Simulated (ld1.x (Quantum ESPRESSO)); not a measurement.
## neodymium (Nd), PAW: configuration errors across variants

* Element: neodymium
* Generator: ld1.x (Quantum ESPRESSO) 7.5
* Type: PAW
* Functional: PBE
* Relativity: scalar-relativistic
* Frozen core: [Kr] 4d10 4f3
* Valence charge: 11
* Reference configuration: 5s2 5p6 5d1 6s1 6p1
* Partial waves: 5s (bound): rcut 1.85, rcutus 2.10 bohr; 6s (bound): rcut 1.85, rcutus 2.10 bohr; 5p (bound): rcut 2.55, rcutus 3.25 bohr; 6p (bound): rcut 2.55, rcutus 3.25 bohr; 5d (bound): rcut 2.45, rcutus 2.90 bohr; 5d channel at 0.2 Ry: rcut 2.45, rcutus 2.90 bohr
* Local potential: all-electron potential smoothed inside 1.75 bohr (lloc = -1)
* Core correction: Bessel-smoothed model core inside 1.65 bohr
* Augmentation charge: BESSEL, radius 1.95 bohr

All-electron excitation energies from the reference (eV): (1) 5s2 5p6 5d1 6s2 6p0 -2.588; (2) 5s2 5p6 5d1 6s1 6p0 3.676; (3) 5s2 5p6 5d1 6s0 6p0 15.111; (4) 5s2 5p6 5d1.5 6s1.5 6p0 -2.062; (5) 5s2 5p6 5d1 6s1.5 6p0 -0.068.

The overlap operator is not positive definite (basis up to 400 Ry) in “base”, “core correction Bessel-smoothed model core inside 1.22 bohr”, “augmentation BESSEL, radius 1.70 bohr”, “local potential all-electron potential smoothed inside 2.90 bohr (lloc = -2)”, “wave 5d channel at 0.2 Ry: rcut 2.45, rcutus 2.90 bohr becomes 5d channel at -0.09 Ry: rcut 2.45, rcutus 2.90 bohr”, “waves 5d (bound): rcut 2.45, rcutus 3.34 bohr; 5d channel at 0.2 Ry: rcut 2.45, rcutus 3.34 bohr”. Such files are unfit for use, however small their errors in these radial tests.

Tests that are not counted but printed errors over 1 eV. “waves 5d (bound): rcut 2.45, rcutus 3.34 bohr; 5d channel at 0.2 Ry: rcut 2.45, rcutus 3.34 bohr”: 5s1 5p6 5d1 6s2 6p0 (solver errors, printed error -624 eV).

4 further variants failed, have other tests or another functional or relativity, and are left out.

Errors AE − PS in meV (a dash: test not solved or not reliable):

| change | (1) | (2) | (3) | (4) | (5) | bound ghosts |
| --- | --- | --- | --- | --- | --- | --- |
| base | +5.3 | +2.3 | +1.5 | +1.1 | +3.7 | not determined (overlap not positive) |
| core correction Bessel-smoothed model core inside 1.22 bohr | +5.9 | +2.4 | +1.6 | +2.5 | +4.1 | not determined (overlap not positive) |
| augmentation BESSEL, radius 1.70 bohr | +8.1 | +5.0 | +4.6 | +1.5 | +6.4 | not determined (overlap not positive) |
| local potential all-electron potential smoothed inside 2.90 bohr (lloc = -2) | +6.8 | +2.2 | -10 | +4.2 | +5.2 | not determined (overlap not positive) |
| wave 5d channel at 0.2 Ry: rcut 2.45, rcutus 2.90 bohr becomes 5d channel at -0.09 Ry: rcut 2.45, rcutus 2.90 bohr | +5.3 | +2.3 | +1.5 | +1.4 | +3.7 | not determined (overlap not positive) |
| waves 5d (bound): rcut 2.45, rcutus 3.34 bohr; 5d channel at 0.2 Ry: rcut 2.45, rcutus 3.34 bohr | +5.5 | +3.1 | +2.0 | +5.6 | +4.3 | not determined (overlap not positive) |

(1) Give the same row for: all radii but the core radius scaled by about 1.16 (s 2.44, p 3.78, d 3.38 bohr, rcut 2.16/2.96/2.86); local potential all-electron potential smoothed inside 2.04 bohr (lloc = -1); augmentation BESSEL, radius 2.26 bohr.

## Answers

(1) +2735, +2733, +2736, +2727, +2733; bound ghosts: not determined.
